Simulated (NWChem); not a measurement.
System: BHOClF; SMILES B(O)(F)Cl

Input file for NWChem:

```
start job
memory heap 200 mb stack 900 mb global 1100 mb
geometry units angstroms noautosym nocenter noautoz
  B      0.019750    -0.420951     0.000000
  F     -1.125275    -1.091072     0.000000
  Cl    -0.025306     1.331103     0.000000
  O      1.199308    -1.057083     0.000000
  H      1.104636    -2.016826     0.000000
end
basis spherical
  B library 6-31+g*
  F library 6-31+g*
  Cl library 6-31+g*
  O library 6-31+g*
  H library 6-31+g*
end
dft
  xc pbe0
  iterations 150
end
property
  response 1 0.0
end
task dft property
```

Geometry: optimised at PBE0/def2-SVP.

Static field.

**Question.** Predict the main results of this run. (PBE0/6-31+G* (spherical d).) Quantities: isotropic polarisability (bohr³); anisotropy (bohr³).

**Answer.** 
```
Item                              Result
--------------------------------  ------
isotropic polarisability (bohr³)    27.2
anisotropy (bohr³)                  14.9
```
